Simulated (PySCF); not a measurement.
CBr under electron impact: the energy ladder

PBE0 in PySCF with def2-TZVPPD on every atom, for the lowest determinant that a PBE0 search found; no spin–orbit coupling.

```
species  state (unpaired electrons)  Re (Å)  ωe (cm⁻¹)  energy of the minimum from the neutral (eV)  De (eV)  dissociates to
    CBr               doublet (π ↑)   1.815        745                                         0.00     3.74          C + Br
   CBr⁺      singlet (closed shell)   1.695        996                                         8.92     6.33         C⁺ + Br
   CBr⁻              triplet (π ↑↑)   2.032        439                                        -1.52     1.80         C + Br⁻
```

Task: Work out the lowest energy to break CBr into atoms, from its vibrational ground state.

Result: D0 = De − ωe/2 = 3.74 − 0.05 = 3.69 eV (PBE0/def2-TZVPPD).

Task: Work out the ionisation energy of the C atom at this level and the threshold of dissociative ionisation.

Result: IE(C) = 8.92 + 6.33 − 3.74 = 11.51 eV, so C⁺ + Br + e⁻ appears at D0 + IE(C) = 15.20 eV (PBE0/def2-TZVPPD). The measured IE(C) is 11.26 eV (NIST ASD).

Task: Work out the electron affinity of the Br atom and the threshold of dissociative attachment.

Result: EA(Br) = 3.74 − 1.80 − (-1.52) = 3.46 eV, so C + Br⁻ needs D0 − EA(Br) = 0.23 eV (PBE0/def2-TZVPPD). The measured EA(Br) is 3.364 eV.

Task: At which energy does ion-pair formation open?

Result: C⁺ + Br⁻ lies at D0 + IE(C) − EA(Br) = 11.74 eV (PBE0/def2-TZVPPD).

These are thermodynamic thresholds; the onsets seen under electron impact lie higher where the geometry changes, and cross-sections peak well above them.

Spin–orbit coupling is left out. For an ion De counts to the pair picked by the measured ionisation energies or electron affinities, which need not be the lowest pair at this level. The highest Kohn–Sham level is positive in this anion. Much of that is self-interaction error, but it also means that the finite basis helps to hold the extra electron. States were picked by a PBE0 search and need not be the measured ground states.
